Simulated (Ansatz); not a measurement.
Total energies of GeH2 from Ansatz at r2SCAN-D4/def2-TZVPD, gas phase (1 Eh = 27.2114 eV = 2625.5 kJ/mol). The reference geometry is relaxed at r2SCAN-D4/def2-TZVP.

```csv
atom,x (Å),y (Å),z (Å)
Ge1,0.146,-0.669,-0.303
H2,0.613,0.094,1.013
H3,-0.759,0.575,-0.710
```

```
                 state   geometry  energy (Eh)
      charge 0 singlet  reference  -2078.12656
     charge -1 doublet  reference  -2078.16847
free Ge atom (triplet)          –  -2076.90354
 free H atom (doublet)          –     -0.49993
```

**Question.** Work out the vertical electron affinity, to the doublet.

**Answer.** E(charge 0 singlet) − E(charge -1 doublet) = -2078.12656 − (-2078.16847) = 0.04191 Eh = 1.14 eV.

**Question.** What is the binding energy per atom against free atoms?

**Answer.** Atoms: 1 × (-2076.90354) + 2 × (-0.49993) = -2077.90340 Eh. Binding: -2077.90340 − (-2078.12656) = 0.22316 Eh = 6.07 eV, or 2.02 eV for each of 3 atoms (no zero-point energy, no counterpoise term).

At r2SCAN-D4/def2-TZVPD the highest occupied level of the charge -1 doublet lies above zero (up to 1.74 eV). By energy differences its removal costs 1.14 eV (vertical, to the charge 0 singlet, at r2SCAN-D4/def2-TZVPD); a positive level beside a positive removal energy at the same level points to self-interaction error.
